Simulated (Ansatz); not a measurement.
AlNH$_{4}$F$_{2}$, closed shell: at the start structure of a reaction step.

Input (in.yaml):

```yaml
crystal:
  periodic: [false, false, false]
  atoms:
    - {symbol: Al, position_ang: [0.145812, -0.705537, -0.045081]}
    - {symbol: N, position_ang: [1.010508, 0.767485, -0.432852]}
    - {symbol: F, position_ang: [-0.713320, -1.494614, -1.203464]}
    - {symbol: F, position_ang: [0.363607, -1.439010, 1.409978]}
    - {symbol: H, position_ang: [-1.577752, 0.553854, 0.637928]}
    - {symbol: H, position_ang: [-1.896183, -0.115080, 0.784786]}
    - {symbol: H, position_ang: [1.018338, 1.200059, -1.341168]}
    - {symbol: H, position_ang: [1.648989, 1.232944, 0.189972]}
basis:
  gaussian: {orbitals: def2-SVP}
hamiltonian: {xc: {name: wB97M-V}}
```

Command:

```bash
ansatz run in.yaml --threads 2 --pin off --events-out ev --progress --plain --max-ram 4352MiB
```

Output of Ansatz 0.2.0:

```
Functional definition: wB97M-V
  name "wB97M-V"
  cite "Mardirossian & Head-Gordon, J. Chem. Phys. 144, 214110 (2016) doi:10.1063/1.4952647"
  cite "Becke, J. Chem. Phys. 107, 8554 (1997) doi:10.1063/1.475007"
  cite "Vydrov & Van Voorhis, J. Chem. Phys. 133, 244103 (2010) doi:10.1063/1.3521275"
  # Of w^i u^j: cxij and so on, Table III.
  parameter omega = 0.3/bohr
  parameter cx = 0.15
  parameter cx01 = 1.007
  parameter cx10 = 0.259
  parameter css00 = 0.443
  parameter css04 = -1.437
  parameter css10 = -4.535
  parameter css20 = -3.390
  parameter css43 = 4.278
  parameter cos00 = 1.000
  parameter cos10 = 1.358
  parameter cos20 = 2.924
  parameter cos21 = -8.812
  parameter cos60 = -1.390
  parameter cos61 = 9.142
  parameter b = 6.0
  parameter c = 0.01
  gx(w, u) = 1 - cx + cx01*u + cx10*w
  gss(w, u) = css00 + css04*u^4 + css10*w + css20*w^2 + css43*w^4*u^3
  gos(w, u) = cos00 + cos10*w + (cos20 + cos21*u)*w^2 + (cos60 + cos61*u)*w^6
  exchange = spin_sum(e_x_unif_sr(omega)*gx(b97_w, b97_u_x)) + cx*exact_x_sr(omega) + exact_x_lr(omega)
  correlation = spin_sum(e_c_pw_mod_same_spin*gss(b97_w, b97_u_same))
      + integral(e_c_pw_mod_opposite_spin*gos(b97_w_opposite, b97_u_opposite)) + vv10(b, c)
907 factors; their error is unknown
220 factors; integrals over basis functions are off by at most 1.2e-5 eV
mean field evaluation 1: about -13573.3857 eV, gradient 6.0e1 eV
mean field evaluation 2: about -13573.7085 eV, gradient 6.2e1 eV
mean field evaluation 4: about -13579.9448 eV, gradient 1.4e0 eV
mean field evaluation 8: about -13579.9868 eV, gradient 2.2e-2 eV
mean field -13579.98675328 eV, -499.0553083373 hartree, gradient 2.6e-5 eV, S^2 0.000000; 0 other end points of the search recorded, 0 dependent functions left out
reference -13579.98679997 eV, -499.0553100534 hartree; 21, 21 occupied and 59, 59 virtual orbitals, 907 factors
Total energy: -13579.98679997 eV, -499.0553100534 hartree
```

The lines “mean field evaluation” count trial sets of orbitals through the whole run, from several starts and some on an approximate energy, so they need not fall steadily or lie above the final value.

The run took about 2.5 s on 2 CPU threads of an Intel Xeon Platinum 8488C (shared host).
